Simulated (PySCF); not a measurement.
**Bond curve of MgAs**

Set-up: PySCF, no relativity, basis sets Mg pcseg-1, As pcseg-1. Energies in eV from Mg + As in their ground configurations at the same level. All curves are PBE0. state 1: ⁴Σ⁻ (quartet), unpaired electrons σ ↑, π ↑↑; state 2: Ms = 0.5 determinant of mixed spin (⟨S²⟩ near 1.8), unpaired electrons σ ↓, π ↑↑, a second solution, started from another occupation; state 3: Ms = 0.5 determinant of mixed spin (⟨S²⟩ near 1.8), unpaired electrons σ ↑, π ↑↓, a mixture of terms (⟨Lz²⟩ = 2.0), a second solution, started from another occupation; state 4: ²Π (doublet), unpaired electrons π ↑, a second solution, started from another occupation.

| R (Å) | state 1 | state 2 | state 3 | state 4 |
| --- | --- | --- | --- | --- |
| 2.324 | -0.2541 | -0.0931 | 0.1707 | -0.0220 |
| 2.432 | -0.4802 | -0.3085 | -0.0480 | -0.0628 |
| 2.540 | -0.5993 | -0.4121 | -0.1564 | -0.0206 |
| 2.621 | -0.6387 | -0.4365 | -0.1857 | 0.0467 |
| 2.702 | -0.6475 | -0.4274 | -0.1828 | 0.1338 |
| 2.783 | -0.6342 | -0.3930 | -0.1561 | 0.2336 |
| 2.891 | -0.5935 | -0.3198 | -0.0955 | 0.3768 |
| 3.026 | -0.5221 | -0.2016 | 0.0033 | 0.5597 |
| 3.188 | -0.4269 | -0.0445 | 0.1329 | 0.7694 |
| 3.405 | -0.3091 | 0.1566 | 0.2944 | 1.0155 |

Question: Put a parabola through the three lowest points of the state 1 curve and estimate Re, k and ωe (reduced mass 18.17 u; 1 eV/Å² = 0.16022 mdyn/Å; ωe = 1302.8·√(k/μ) cm⁻¹).

Answer: Through R = 2.621, 2.702, 2.783 Å the second-order coefficient is 1.68 eV/Å², so Re ≈ 2.694 Å, k ≈ 0.540 mdyn/Å and ωe ≈ 225 cm⁻¹. A polynomial fit of higher order to the unrounded PBE0 energies gives Re = 2.689 Å, k = 0.565 mdyn/Å, ωe = 230 cm⁻¹; anharmonicity and rounding make the difference.

The higher-order fit for each curve: state 1: Re = 2.689 Å, ωe = 230 cm⁻¹, De = 0.65 eV; state 2: Re = 2.636 Å, ωe = 269 cm⁻¹, minimum 0.437 eV below the ground-state fragments; state 3: Re = 2.652 Å, ωe = 255 cm⁻¹, minimum 0.188 eV below the ground-state fragments; state 4: Re = 2.423 Å, ωe = 330 cm⁻¹, minimum 0.063 eV below the ground-state fragments.

Spin–orbit coupling is left out. The state was picked by a PBE0 search and need not be the measured ground state.
